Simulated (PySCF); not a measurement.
Computed Raman spectrum (relative Raman activity) of a molecule C3H7N. Geometry optimised at r2SCAN-D4/def2-SVP. The values are those of a single conformer. These are r2SCAN-D4/def2-SVP in PySCF values and carry that method's errors. Frequencies are harmonic and unscaled.

| ν (cm⁻¹) | relative intensity |
|---|---|
| 833 | 3.0 |
| 1096 | 2.2 |
| 1356 | 6.0 |
| 1402 | 19 |
| 1409 | 2.5 |
| 1446 | 4.7 |
| 1450 | 3.8 |
| 1458 | 9.3 |
| 1475 | 15 |
| 1762 | 8.6 |
| 2986 | 57 |
| 3032 | 77 |
| 3047 | 100 |
| 3082 | 46 |
| 3101 | 61 |
| 3108 | 46 |
| 3167 | 18 |

Task: Which structure fits?
A. C1CNC1
B. C/C=N\C
C. C=CCN

Result: B, C/C=N\C
